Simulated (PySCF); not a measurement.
Calculated NMR parameters of Cc1nnn2c(F)cccc12

```
Formula                               : C7H6FN3
SMILES                                : Cc1nnn2c(F)cccc12
Point group of the computed structure : Cs
Degrees of unsaturation               : 6
Carbon signals                        : 7
Proton signals                        : 4
```

Molfile (atoms numbered from 1):
```
C7H6FN3
     RDKit          3D

 17 18  0  0  0  0  0  0  0  0999 V2000
   -2.7888   -0.3743    0.0293 C   0  0  0  0  0  0  0  0  0  0  0  0
   -1.5358    0.4137   -0.0664 C   0  0  0  0  0  0  0  0  0  0  0  0
   -1.5169    1.7375   -0.2424 N   0  0  0  0  0  0  0  0  0  0  0  0
   -0.3118    2.1829   -0.2935 N   0  0  0  0  0  0  0  0  0  0  0  0
    0.5163    1.1529   -0.1502 N   0  0  0  0  0  0  0  0  0  0  0  0
    1.8714    1.1379   -0.1385 C   0  0  0  0  0  0  0  0  0  0  0  0
    2.4809    2.3125   -0.2905 F   0  0  0  0  0  0  0  0  0  0  0  0
    2.5530   -0.0248    0.0213 C   0  0  0  0  0  0  0  0  0  0  0  0
    1.8398   -1.2366    0.1772 C   0  0  0  0  0  0  0  0  0  0  0  0
    0.4762   -1.2402    0.1682 C   0  0  0  0  0  0  0  0  0  0  0  0
   -0.2078   -0.0264    0.0018 C   0  0  0  0  0  0  0  0  0  0  0  0
   -2.8406   -0.8928    0.9858 H   0  0  0  0  0  0  0  0  0  0  0  0
   -3.6379    0.2962   -0.0613 H   0  0  0  0  0  0  0  0  0  0  0  0
   -2.8326   -1.1184   -0.7651 H   0  0  0  0  0  0  0  0  0  0  0  0
    3.6296   -0.0091    0.0272 H   0  0  0  0  0  0  0  0  0  0  0  0
    2.3937   -2.1525    0.3024 H   0  0  0  0  0  0  0  0  0  0  0  0
   -0.0956   -2.1463    0.2845 H   0  0  0  0  0  0  0  0  0  0  0  0
  1  2  1  0
  2  3  1  0
  3  4  2  0
  4  5  1  0
  5  6  1  0
  6  7  1  0
  6  8  2  0
  8  9  1  0
  9 10  2  0
 10 11  1  0
 11  2  2  0
 11  5  1  0
  1 12  1  0
  1 13  1  0
  1 14  1  0
  8 15  1  0
  9 16  1  0
 10 17  1  0
M  END
```

Computed data (PySCF 2.14.0 with density-fitted response routines): coordinates at the GFN2-xTB level, σ from GIAO-PBE0/pcSseg-1. No solvent model, one conformer, one averaged value for each set of equivalent atoms, relativity neglected.

Referencing at the same level of theory: TMS for ¹H and ¹³C; ¹⁹F vs CFCl3; ¹⁵N vs NH3.

| carbon | δC, type | δH (multiplicity) | HMBC from (2–3 bonds) | span of the C tensor (ppm) |
| --- | --- | --- | --- | --- |
| C1 | 12.9, CH3 | 2.92 (s) | – | 27 |
| C2 | 138.3, C | – | H17, H12/H13/H14 | 134 |
| C6 | 158.8, C | – | H16, H15 | 124 |
| C8 | 100.7, CH | 6.80 (m) | H17, H16 | 155 |
| C9 | 128.6, CH | 7.36 (m) | H17, H15 | 217 |
| C10 | 118.4, CH | 7.75 (d) | H16, H15 | 211 |
| C11 | 142.5, C | – | H17, H16, H12/H13/H14 | 161 |

Other nuclei:
| atoms | nucleus | environment | δ (ppm) | σ (ppm) |
| --- | --- | --- | --- | --- |
| F7 | ¹⁹F | aryl fluorine | -111.0 | 282.0 |
| N3 | ¹⁵N | pyridine-type nitrogen of an azole | 393.7 | -125.9 |
| N4 | ¹⁵N | pyridine-type nitrogen of an azole | 359.4 | -91.6 |
| N5 | ¹⁵N | pyrrole-type ring nitrogen | 274.7 | -7.0 |

- Carbon types of the structure: 3 × C, 3 × CH, 1 × CH3, which accounts for all hydrogens.
- δC 158.8: aromatic carbon bearing fluorine; σ withdrawal by the attached heteroatom moves it downfield of the ring CH carbons.
- δC 142.5: ring-fusion aromatic carbon.
- δC 138.3: substituted aromatic carbon next to a ring nitrogen.
- δC 128.6, 118.4, 100.7: aromatic CH.
- δH 7.75, 7.36, 6.80: hydrogen on an aromatic CH; ring-current deshielding.

Splittings by ¹⁹F in the carbon and heteronuclear signals aren't shown, as no couplings were computed. Shifts are as computed. Against solution values, carbons near 30 ppm lie about +3 ppm off and those near 130 ppm about +5 ppm. Of 1211 compounds with measured shifts, 218 miss one by over three times the rms of a fit or turn the order of signals round; such compounds aren't used in these exercises. Unscaled 19F shifts against computed CFCl3 carry errors that often reach 10 to 50 ppm. Experimental scales use liquid or dissolved standards, which lie at an offset from isolated NH3 (liquid NH3: subtract about 20 ppm). Unscaled 15N shifts of sp2 nitrogen come out 20 to 40 ppm too high even then. Multiplicities follow the n + 1 count of equivalent neighbours, as no J values were calculated; m marks all less simple cases, F and P coupling included.
